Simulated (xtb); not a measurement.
C7H7O (SMILES COc1[c]cccc1), doublet, from a rough starting geometry; GFN2-xTB (xtb 6.7.1).

Here is a job for xtb.
```
$ xtb mol.xyz --gfn 2 --uhf 1 --opt vtight --json

# file mol.xyz
15

C     -2.66011749     0.09240220     0.02602385
O     -1.62239970     0.78005162    -0.65321813
C     -0.34327503     0.39054068    -0.41864260
C      0.66467191     1.16631841    -0.97581086
C      2.00540158     0.92185603    -0.84834962
C      2.38932183    -0.13638289     0.03359823
C      1.35471351    -0.86403303     0.66135137
C      0.07097080    -0.59957018     0.47253644
H     -3.54895026     0.52265295    -0.43721176
H     -2.70060718     0.29789432     1.07645540
H     -2.64962695    -0.99853876    -0.21782899
H      2.74404503     1.47591112    -1.29019152
H      3.40969514    -0.33387103     0.15051164
H      1.66627064    -1.66688704     1.32297934
H     -0.71440417    -1.14722308     0.98238827
```

What does xtb print? Leave out banner, timings and long lists.


```
   ID    Z sym.   atoms
    1    6 C      1, 3-8
    2    8 O      2
    3    1 H      9-15

           -------------------------------------------------
          |                Calculation Setup                |
           -------------------------------------------------

           -------------------------------------------------
          |                 G F N 2 - x T B                 |
           -------------------------------------------------

          ...................................................
          :                      SETUP                      :
          :.................................................:
          :  # basis functions                  39          :
          :  # atomic orbitals                  39          :
          :  # shells                           23          :
          :  # electrons                        41          :
          :  max. iterations                   250          :
          :  Hamiltonian                  GFN2-xTB          :
          :  restarted?                      false          :
          :  GBSA solvation                  false          :
          :  PC potential                    false          :
          :  electronic temp.          300.0000000     K    :
          :  accuracy                    1.0000000          :
          :  -> integral cutoff          0.2500000E+02      :
          :  -> integral neglect         0.1000000E-07      :
          :  -> SCF convergence          0.1000000E-05 Eh   :
          :  -> wf. convergence          0.1000000E-03 e    :
          :  Broyden damping             0.4000000          :
          :  net charge                          0          :
          :  unpaired electrons                  1          :
          ...................................................

 iter      E             dE          RMSdq      gap      omega  full diag
   1    -22.8296900 -0.228297E+02  0.453E+00    2.92       0.0  T
   2    -22.8515808 -0.218908E-01  0.263E+00    2.44       1.0  T
   3    -22.8418617  0.971913E-02  0.113E+00    3.11       1.0  T
   4    -22.8541834 -0.123218E-01  0.389E-01    2.52       1.0  T
   5    -22.8558458 -0.166242E-02  0.834E-02    2.68       1.0  T
   6    -22.8558497 -0.382607E-05  0.502E-02    2.66       1.0  T
   7    -22.8558651 -0.154012E-04  0.225E-02    2.68       1.1  T
   8    -22.8558678 -0.275105E-05  0.834E-03    2.67       3.1  T
   9    -22.8558686 -0.801233E-06  0.217E-03    2.67      11.9  T
  10    -22.8558686 -0.150707E-07  0.921E-04    2.67      28.0  T
  11    -22.8558686 -0.617522E-09  0.350E-04    2.67      73.8  T

   *** convergence criteria satisfied after 11 iterations ***

         :::::::::::::::::::::::::::::::::::::::::::::::::::::
         ::                     SUMMARY                     ::
         :::::::::::::::::::::::::::::::::::::::::::::::::::::
         :: total energy             -22.490813001377 Eh    ::
         :: gradient norm              0.144313278486 Eh/a0 ::
         :: HOMO-LUMO gap              2.674500075133 eV    ::
         ::.................................................::
         :: SCC energy               -22.855865138143 Eh    ::
         :: -> isotropic ES            0.015230020230 Eh    ::
         :: -> anisotropic ES          0.003298297532 Eh    ::
         :: -> anisotropic XC          0.009512961837 Eh    ::
         :: -> dispersion             -0.010830356739 Eh    ::
         :: repulsion energy           0.365052136765 Eh    ::
         :: add. restraining           0.000000000000 Eh    ::
         :: total charge               0.000000000000 e     ::
         :::::::::::::::::::::::::::::::::::::::::::::::::::::

      -----------------------------------------------------------
     |                   =====================                   |
     |                        A N C O P T                        |
     |                   =====================                   |
     |               Approximate Normal Coordinate               |
     |                Rational Function Optimizer                |
      -----------------------------------------------------------
      -----------------------------------------------------------
     |                   =====================                   |
     |                        A N C O P T                        |
     |                   =====================                   |
     |               Approximate Normal Coordinate               |
     |                Rational Function Optimizer                |
      -----------------------------------------------------------

          ...................................................
          :                      SETUP                      :
          :.................................................:
          :   optimization level         verytight          :
          :   max. optcycles                   300          :
          :   ANC micro-cycles                  20          :
          :   degrees of freedom                39          :
          :.................................................:
          :   RF solver                   davidson          :
          :   write xtbopt.log                true          :
          :   linear?                        false          :
          :   energy convergence         0.1000000E-06 Eh   :
          :   grad. convergence          0.2000000E-03 Eh/α :
          :   maxmium RF displ.          1.0000000          :
          :   Hlow (freq-cutoff)         0.1000000E-01      :
          :   Hmax (freq-cutoff)         5.0000000          :
          :   S6 in model hess.         20.0000000          :
          ...................................................

generating ANC from exact Hessian ...
Using Lindh-Hessian (1995)
 Shifting diagonal of input Hessian by    6.7460700290712435E-003
 Lowest  eigenvalues of input Hessian
    0.000000    0.000000    0.000000    0.000000    0.000000    0.000000
[...]
 * total energy  :   -22.4908130 Eh     change       -0.9264021E-09 Eh
 * total energy  :   -22.5008237 Eh     change       -0.1001065E-01 Eh
 * total energy  :   -22.5021176 Eh     change       -0.1293919E-02 Eh
 * total energy  :   -22.5022327 Eh     change       -0.1150836E-03 Eh
 * total energy  :   -22.5022802 Eh     change       -0.4757953E-04 Eh
 * total energy  :   -22.5022924 Eh     change       -0.1219599E-04 Eh
 * total energy  :   -22.5023007 Eh     change       -0.8260898E-05 Eh
 * total energy  :   -22.5023040 Eh     change       -0.3302925E-05 Eh
 * total energy  :   -22.5023053 Eh     change       -0.1283431E-05 Eh
 * total energy  :   -22.5023054 Eh     change       -0.1031495E-06 Eh
 * total energy  :   -22.5023054 Eh     change       -0.2510536E-07 Eh
   *** GEOMETRY OPTIMIZATION CONVERGED AFTER 11 ITERATIONS ***
         :: total energy             -22.502305406994 Eh    ::
[...]
          |                Property Printout                |
           -------------------------------------------------

    * Orbital Energies and Occupations

         #    Occupation            Energy/Eh            Energy/eV
      -------------------------------------------------------------
         1        2.0000           -0.7161050             -19.4862
       ...           ...                  ...                  ...
         9        2.0000           -0.5531784             -15.0528
        10        2.0000           -0.5372137             -14.6183
        11        2.0000           -0.5109058             -13.9025
        12        2.0000           -0.4954396             -13.4816
        13        2.0000           -0.4857732             -13.2186
        14        2.0000           -0.4829300             -13.1412
        15        2.0000           -0.4666312             -12.6977
        16        2.0000           -0.4504762             -12.2581
        17        2.0000           -0.4504014             -12.2560
        18        2.0000           -0.4345737             -11.8254
        19        2.0000           -0.4040143             -10.9938
        20        2.0000           -0.3792353             -10.3195
        21        1.0000           -0.3237205              -8.8089 (HOMO)
        22                         -0.2207332              -6.0065 (LUMO)
        23                         -0.2125556              -5.7839
        24                         -0.0844153              -2.2971
        25                          0.0327322               0.8907
        26                          0.1105993               3.0096
        27                          0.1181418               3.2148
        28                          0.1535877               4.1793
        29                          0.1666218               4.5340
        30                          0.1803682               4.9081
        31                          0.1911389               5.2012
        32                          0.2060765               5.6076
       ...                                ...                  ...
        39                          0.6708036              18.2535
      -------------------------------------------------------------
                  HL-Gap            0.1029873 Eh            2.8024 eV
             Fermi-level           -0.3118523 Eh           -8.4859 eV

     #   Z          covCN         q      C6AA      α(0)
     1   6 C        3.645     0.039    20.254     6.468
     2   8 O        1.705    -0.259    18.294     5.775
     3   6 C        2.861     0.156    24.622     8.133
     4   6 C        2.020    -0.079    33.179     9.303
     5   6 C        2.916    -0.021    28.521     8.757
     6   6 C        2.928    -0.039    28.980     8.828
     7   6 C        2.918    -0.037    28.914     8.818
     8   6 C        2.930    -0.066    29.648     8.930
     9   1 H        0.925     0.062     2.170     2.304
    10   1 H        0.924     0.039     2.458     2.452
    11   1 H        0.924     0.039     2.458     2.452
    12   1 H        0.926     0.051     2.312     2.378
    13   1 H        0.926     0.038     2.473     2.459
    14   1 H        0.926     0.037     2.485     2.465
    15   1 H        0.926     0.039     2.457     2.451

 Mol. C6AA /au·bohr⁶  :       2684.010446
 Mol. C8AA /au·bohr⁸  :      64656.360872
 Mol. α(0) /au        :         81.972765

Wiberg/Mayer (AO) data.
largest (>0.10) Wiberg bond orders for each atom

 ---------------------------------------------------------------------------
     #   Z sym  total        # sym  WBO       # sym  WBO       # sym  WBO
 ---------------------------------------------------------------------------
     1   6 C    3.948 --     2 O    0.987     9 H    0.979    11 H    0.976
                            10 H    0.976
     2   8 O    2.245 --     3 C    1.064     1 C    0.987
     3   6 C    3.936 --     4 C    1.386     8 C    1.333     2 O    1.064
                             6 C    0.102
     4   6 C    3.279 --     5 C    1.545     3 C    1.386     7 C    0.107
     5   6 C    3.989 --     4 C    1.545     6 C    1.348    12 H    0.955
                             8 C    0.106
     6   6 C    3.984 --     7 C    1.461     5 C    1.348    13 H    0.965
                             3 C    0.102
     7   6 C    3.992 --     6 C    1.461     8 C    1.435    14 H    0.964
                             4 C    0.107
     8   6 C    3.980 --     7 C    1.435     3 C    1.333    15 H    0.957
                             5 C    0.106
     9   1 H    0.996 --     1 C    0.979
    10   1 H    0.998 --     1 C    0.976
    11   1 H    0.998 --     1 C    0.976
    12   1 H    0.997 --     5 C    0.955
    13   1 H    0.998 --     6 C    0.965
    14   1 H    0.999 --     7 C    0.964
    15   1 H    0.998 --     8 C    0.957
 ---------------------------------------------------------------------------

Topologies differ in total number of bonds
Writing topology from bond orders to xtbtopo.mol

molecular dipole:
                 x           y           z       tot (Debye)
 q only:       -0.198      -0.399       0.343
   full:       -0.210      -0.631       0.540       2.178
molecular quadrupole (traceless):
                xx          xy          yy          xz          yz          zz
 q only:        5.227       1.677      -2.679      -1.638       0.146      -2.548
  q+dip:        7.066       2.003      -3.437      -2.034      -0.876      -3.629
   full:        6.068       2.087      -3.165      -2.015       0.506      -2.903

optimized geometry written to: xtbopt.xyz

           -------------------------------------------------
          | TOTAL ENERGY              -22.502305406994 Eh   |
          | GRADIENT NORM               0.000041432568 Eh/α |
          | HOMO-LUMO GAP               2.802426390620 eV   |
           -------------------------------------------------

normal termination of xtb
```
